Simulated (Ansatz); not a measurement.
The first iterations of a band of ClF₃H₃OW (9 atoms, charge 0, multiplicity 2).

Method: UKS PBE/def2-SVP (Ansatz).

```json
{
  "movable images": "9",
  "climbing image": "yes",
  "spring": "5.0 eV/Å²",
  "optimiser": "quadratic models (default)",
  "start path": "through a guess of the saddle point",
  "force threshold": "0.03 eV/Å",
  "iteration limit": "60",
  "end points": "relaxed"
}
```

Image 0:

```xyz
9
Properties=species:S:1:pos:R:3
W 0.008 -0.254 0.596
H -0.343 -1.750 1.489
F 1.861 -0.037 0.514
Cl -0.307 2.143 0.646
F -1.824 -0.429 0.233
F 0.331 -1.704 -0.593
H -0.096 0.591 -0.984
O -0.054 0.116 2.483
H -0.090 1.062 2.763
```

Image 10:

```xyz
9
Properties=species:S:1:pos:R:3
W -0.071 0.082 0.026
H -0.140 0.308 2.983
F 1.738 0.306 0.409
Cl -0.489 2.323 0.557
F -1.885 -0.276 -0.094
F 0.269 -1.798 -0.139
H 0.133 0.413 -1.628
O -0.257 -0.414 2.335
H 0.189 -1.205 2.698
```

| iteration | highest image above the first end (eV) | largest band force component (eV/Å) |
| --- | --- | --- |
| 1 | 43.748 | 241.589 |
| 2 | 12.690 | 70.056 |
| 3 | 6.731 | 46.984 |
| 4 | 3.154 | 24.427 |
| 5 | 1.978 | 12.851 |
| 6 | 2.089 | 12.665 |
| 7 | 1.640 | 6.164 |
| 8 | 1.269 | 3.269 |
| 9 | 1.181 | 4.273 |
| 10 | 0.978 | 4.716 |
| 11 | 0.364 | 3.854 |

Q: Does the band converge within its limit, and where does its top end?

A: The forces met the threshold. It ended after 33 iterations with the highest image 0.298 eV above the first end. The profile has 2 maxima (images 1, 7) with wells between them (image 4): this band takes more than one step, which may be the mechanism or a detour left from its start path. Neighbouring images differ by up to 1.5 eV, so the band resolves the path poorly. A vibrational analysis at the climbing image gives one clearly imaginary mode, 226i cm⁻¹: a first-order saddle point.

Time of the run: 11 min on 4 threads of Intel(R) Xeon(R) Platinum 8488C (Sapphire Rapids) (shared host), peak memory 0.36 GiB.
